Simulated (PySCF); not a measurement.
PySCF input file for C₂H₂F, SMILES [CH]=CF, multiplicity 2, TDA-B3LYP/def2-SVPD. Coordinates come from a B3LYP-D3(BJ)/def2-TZVP optimisation. The isomer is the one that the SMILES or the coordinates give; other isomers of the formula were not compared.

```python
import numpy as np
from pyscf import gto, scf, dft, tdscf

mol = gto.M(
    atom='''
    C     0.11042594   -1.25653022    0.00000000
    C    -0.44428300   -0.08158889    0.00000000
    F     0.27317737    1.07616853    0.00000000
    H     1.05450671   -1.76743923    0.00000000
    H    -1.50996066    0.11063708    0.00000000
    ''',
    basis='def2-SVPD',
    charge=0,
    spin=1,
    max_memory=1600,
    verbose=4,
)
mf = dft.UKS(mol, xc='b3lyp').density_fit(auxbasis='def2-universal-jkfit')
mf.grids.level = 3
mf.conv_tol = 1e-9
mf.max_cycle = 100
mf.kernel()
fine, coarse = mf.grids, dft.Grids(mol).set(level=1).build(with_non0tab=True)
for _ in range(3):  # follow internal instabilities
    mf.grids = coarse
    mo, _, stable, _ = mf.stability(return_status=True, nroots=4)
    mf.grids = fine
    if stable:
        break
    mf.kernel(mf.make_rdm1(mo, mf.mo_occ))
mf.grids = dft.Grids(mol).set(level=1).build(with_non0tab=True)  # coarser grid for the response kernel
td = tdscf.TDA(mf)
td.nstates = 10
td.conv_tol = 1e-4
td.positive_eig_threshold = 1e-6
td.kernel(x0=td.get_init_guess(mf, 15))
td.analyze()
```

Program output:

```
PySCF version 2.14.0

[INPUT] verbose = 4
[INPUT] num. atoms = 5
[INPUT] num. electrons = 23
[INPUT] charge = 0
[INPUT] spin (= nelec alpha-beta = 2S) = 1
[INPUT] symmetry False subgroup None
[INPUT] Mole.unit = angstrom
[INPUT] Symbol           X                Y                Z      unit          X                Y                Z       unit  Magmom
[INPUT]  1 C      0.110425940000  -1.256530220000   0.000000000000 AA    0.208674783648  -2.374497983039   0.000000000000 Bohr   0.0
[INPUT]  2 C     -0.444283000000  -0.081588890000   0.000000000000 AA   -0.839573191800  -0.154180656907   0.000000000000 Bohr   0.0
[INPUT]  3 F      0.273177370000   1.076168530000   0.000000000000 AA    0.516230412729   2.033663785576   0.000000000000 Bohr   0.0
[INPUT]  4 H      1.054506710000  -1.767439230000   0.000000000000 AA    1.992728878416  -3.339976086512   0.000000000000 Bohr   0.0
[INPUT]  5 H     -1.509960660000   0.110637080000   0.000000000000 AA   -2.853412106268   0.209073780422   0.000000000000 Bohr   0.0

nuclear repulsion = 60.7874281639659
number of shells = 33
number of NR pGTOs = 113
number of NR cGTOs = 79
basis = def2-SVPD
ecp = {}


******** <class 'pyscf.df.df_jk.DFUKS'> ********
method = DFUKS
initial guess = minao
damping factor = 0
level_shift factor = 0
DIIS = <class 'pyscf.scf.diis.CDIIS'>
diis_start_cycle = 1
diis_space = 8
diis_damp = 0
SCF conv_tol = 1e-09
SCF conv_tol_grad = None
SCF max_cycles = 100
direct_scf = False
number electrons alpha = 12  beta = 11
XC library pyscf.dft.libxc version 7.1.2
    S. Lehtola, C. Steigemann, M. J. T. Oliveira, and M. A. L. Marques,  SoftwareX 7, 1–5 (2018)
XC functionals = b3lyp
    P. J. Stephens, F. J. Devlin, C. F. Chabalowski, and M. J. Frisch,  J. Phys. Chem. 98, 11623 (1994)
radial grids:
    Treutler-Ahlrichs [JCP 102, 346 (1995); DOI:10.1063/1.469408] (M4) radial grids

becke partition: Becke, JCP 88, 2547 (1988); DOI:10.1063/1.454033
pruning grids: <function nwchem_prune>
grids dens level: 3
symmetrized grids: False
atomic radii adjust function: <function treutler_atomic_radii_adjust>
small_rho_cutoff = 0
Set gradient conv threshold to 3.16228e-05
tot grids = 62120
******** <class 'pyscf.df.df.DF'> ********
auxbasis = def2-universal-jkfit
init E= -177.235462509763
  alpha nocc = 12  HOMO = -0.232748672891243  LUMO = -0.0422673671031917
  beta  nocc = 11  HOMO = -0.297631662412437  LUMO = -0.232748672891243

WARN: HOMO -0.232748672891243 >= LUMO -0.232748672891243

cycle= 1 E= -176.985339655113  delta_E= 0.25  |g|= 0.264  |ddm|= 1.93
  alpha nocc = 12  HOMO = -0.261372562939316  LUMO = 0.000541108101374643
  beta  nocc = 11  HOMO = -0.260807536865526  LUMO = -0.115493304838297
  HOMO = -0.260807536866  LUMO = -0.115493304838  gap/eV = 3.95420
cycle= 2 E= -176.95933436508  delta_E= 0.026  |g|= 0.406  |ddm|= 0.462
  alpha nocc = 12  HOMO = -0.273997648922028  LUMO = 0.00116209688911351
  beta  nocc = 11  HOMO = -0.280955627301863  LUMO = -0.121432490814462
  HOMO = -0.273997648922  LUMO = -0.121432490814  gap/eV = 4.15151
cycle= 3 E= -177.011866216002  delta_E= -0.0525  |g|= 0.0453  |ddm|= 0.25
  alpha nocc = 12  HOMO = -0.286143127335054  LUMO = -0.00393343569579363
  beta  nocc = 11  HOMO = -0.288440592937926  LUMO = -0.127303997044239
  HOMO = -0.286143127335  LUMO = -0.127303997044  gap/eV = 4.32223
cycle= 4 E= -177.012581855763  delta_E= -0.000716  |g|= 0.0211  |ddm|= 0.0675
  alpha nocc = 12  HOMO = -0.281695918167346  LUMO = -0.00183088542897236
  beta  nocc = 11  HOMO = -0.286061462501349  LUMO = -0.120907615760129
  HOMO = -0.281695918167  LUMO = -0.12090761576  gap/eV = 4.37527
cycle= 5 E= -177.012812979727  delta_E= -0.000231  |g|= 0.0107  |ddm|= 0.0317
  alpha nocc = 12  HOMO = -0.282507643567775  LUMO = -0.000862438056412618
  beta  nocc = 11  HOMO = -0.284764428522473  LUMO = -0.120243011854771
  HOMO = -0.282507643568  LUMO = -0.120243011855  gap/eV = 4.41545
cycle= 6 E= -177.012895213808  delta_E= -8.22e-05  |g|= 0.00319  |ddm|= 0.0146
  alpha nocc = 12  HOMO = -0.283478277607935  LUMO = -0.00147542147737445
  beta  nocc = 11  HOMO = -0.285486218549078  LUMO = -0.120563247508648
  HOMO = -0.283478277608  LUMO = -0.120563247509  gap/eV = 4.43314
cycle= 7 E= -177.01291312598  delta_E= -1.79e-05  |g|= 0.00147  |ddm|= 0.00745
  alpha nocc = 12  HOMO = -0.283487749468311  LUMO = -0.00127126800348121
  beta  nocc = 11  HOMO = -0.285239824756021  LUMO = -0.120227790772606
  HOMO = -0.283487749468  LUMO = -0.120227790773  gap/eV = 4.44253
cycle= 8 E= -177.012923156535  delta_E= -1e-05  |g|= 0.000428  |ddm|= 0.00852
  alpha nocc = 12  HOMO = -0.283479940197624  LUMO = -0.00128714534247187
  beta  nocc = 11  HOMO = -0.285252622132675  LUMO = -0.12020135031128
  HOMO = -0.283479940198  LUMO = -0.120201350311  gap/eV = 4.44304
cycle= 9 E= -177.012924030061  delta_E= -8.74e-07  |g|= 0.000112  |ddm|= 0.00288
  alpha nocc = 12  HOMO = -0.283491803140421  LUMO = -0.00129173068793875
  beta  nocc = 11  HOMO = -0.28525270345995  LUMO = -0.120210158068154
  HOMO = -0.28349180314  LUMO = -0.120210158068  gap/eV = 4.44312
cycle= 10 E= -177.012924056319  delta_E= -2.63e-08  |g|= 3.39e-05  |ddm|= 0.000506
  alpha nocc = 12  HOMO = -0.283490583262703  LUMO = -0.00129314878251341
  beta  nocc = 11  HOMO = -0.285254141296776  LUMO = -0.120206766060651
  HOMO = -0.283490583263  LUMO = -0.120206766061  gap/eV = 4.44318
cycle= 11 E= -177.012924058024  delta_E= -1.7e-09  |g|= 6.78e-06  |ddm|= 0.00014
  alpha nocc = 12  HOMO = -0.283490231523256  LUMO = -0.00129319625460544
  beta  nocc = 11  HOMO = -0.285253630844414  LUMO = -0.120205749281666
  HOMO = -0.283490231523  LUMO = -0.120205749282  gap/eV = 4.44320
cycle= 12 E= -177.012924058041  delta_E= -1.78e-11  |g|= 6e-06  |ddm|= 1.43e-05
  alpha nocc = 12  HOMO = -0.283490833850769  LUMO = -0.00129315663321394
  beta  nocc = 11  HOMO = -0.285253984709642  LUMO = -0.120206195437845
  HOMO = -0.283490833851  LUMO = -0.120206195438  gap/eV = 4.44320
Extra cycle  E= -177.012924058027  delta_E= 1.44e-11  |g|= 9.37e-06  |ddm|= 9.3e-06
converged SCF energy = -177.012924058027  <S^2> = 0.75893637  2S+1 = 2.0089165
tot grids = 20608
uhf_internal: lowest eigs of H = [0.15734977 0.23309594 0.39936601 0.42661432]
<class 'pyscf.df.df_jk.DFUKS'> wavefunction is stable in the internal stability analysis
tot grids = 20608
Overwritten attributes  positive_eig_threshold  of <class 'pyscf.tdscf.uks.TDA'>


******** <class 'pyscf.tdscf.uks.TDA'> for <class 'pyscf.df.df_jk.DFUKS'> ********
nstates = 10
deg_eia_thresh = 1.000e-03
wfnsym = None
conv_tol = 0.0001
eigh lindep = 1e-12
eigh level_shift = 0
eigh max_cycle = 100


Excitation energies (eV)
[2.37934662 4.8080492  5.52824447 5.90089645 7.45198516 7.45570534
 7.54999962 7.77301006 7.89932099 8.06606001]

** Excitation energies and oscillator strengths **
Excited State   1:      2.37935 eV    521.09 nm  f=0.0004
      11b ->   12b      0.99385
Excited State   2:      4.80805 eV    257.87 nm  f=0.0001
      11a ->   13a     -0.68786
      11b ->   13b      0.70827
Excited State   3:      5.52824 eV    224.27 nm  f=0.0039
      12a ->   13a     -0.99234
Excited State   4:      5.90090 eV    210.11 nm  f=0.0003
      10b ->   12b     -0.99037
Excited State   5:      7.45199 eV    166.38 nm  f=0.0414
      12a ->   14a      0.95112
      12a ->   15a      0.28749
Excited State   6:      7.45571 eV    166.29 nm  f=0.0133
      11a ->   14a     -0.26153
      11b ->   14b      0.94580
      11b ->   15b     -0.11001
Excited State   7:      7.55000 eV    164.22 nm  f=0.0052
      11a ->   13a      0.25585
      12a ->   14a     -0.23553
      12a ->   15a      0.86938
      12a ->   16a     -0.14334
      12a ->   17a      0.11093
       8b ->   12b     -0.10448
      11b ->   13b      0.23522
Excited State   8:      7.77301 eV    159.51 nm  f=0.0422
      11a ->   14a     -0.93219
      11a ->   15a      0.15329
      11b ->   14b     -0.29224
Excited State   9:      7.89932 eV    156.96 nm  f=0.0000
      11a ->   14a      0.20285
      11a ->   15a      0.47879
      11b ->   15b     -0.83918
Excited State  10:      8.06606 eV    153.71 nm  f=0.1859
      11a ->   13a     -0.52102
      12a ->   14a     -0.16193
      12a ->   15a      0.29111
      12a ->   16a      0.37546
      12a ->   18a     -0.12659
      12a ->   21a     -0.10022
       7b ->   12b      0.11460
       8b ->   12b     -0.36474
      11b ->   13b     -0.50153

** Transition electric dipole moments (AU) **
state          X           Y           Z        Dip. S.      Osc.
  1         0.0000     -0.0000      0.0852      0.0073      0.0004
  2        -0.0095      0.0187      0.0000      0.0004      0.0001
  3         0.0000     -0.0000     -0.1707      0.0291      0.0039
  4         0.0462     -0.0151     -0.0000      0.0024      0.0003
  5         0.2853      0.3813      0.0000      0.2268      0.0414
  6        -0.0000     -0.0000      0.2701      0.0730      0.0133
  7         0.0783      0.1488     -0.0000      0.0283      0.0052
  8        -0.0000     -0.0000     -0.4709      0.2217      0.0422
  9        -0.0000      0.0000      0.0057      0.0000      0.0000
 10         0.5554     -0.7950      0.0000      0.9405      0.1859

** Transition velocity dipole moments (imaginary part, AU) **
state          X           Y           Z        Dip. S.      Osc.
  1        -0.0000      0.0000      0.0047      0.0000      0.0002
  2         0.0046      0.0049      0.0000      0.0000      0.0002
  3         0.0000     -0.0000      0.0034      0.0000      0.0000
  4        -0.0315     -0.0042      0.0000      0.0010      0.0031
  5         0.0730      0.1163      0.0000      0.0188      0.0459
  6        -0.0000     -0.0000      0.0656      0.0043      0.0105
  7         0.0623      0.0058     -0.0000      0.0039      0.0094
  8        -0.0000     -0.0000     -0.1235      0.0153      0.0356
  9        -0.0000      0.0000     -0.0060      0.0000      0.0001
 10         0.0781     -0.0747      0.0000      0.0117      0.0263

** Transition magnetic dipole moments (imaginary part, AU) **
state          X           Y           Z
  1        -0.5578      0.5078      0.0000
  2         0.0000      0.0000     -0.0182
  3        -0.3285      0.4691     -0.0000
  4        -0.0000      0.0000      0.1340
  5         0.0000     -0.0000     -0.4298
  6         0.2160     -0.1173      0.0000
  7        -0.0000      0.0000     -0.2310
  8        -0.4668      0.1837      0.0000
  9        -0.0151     -0.0292     -0.0000
 10        -0.0000      0.0000     -0.3615
```

Self-consistency was reached.

Cost: about 23 core-seconds (a rough figure).
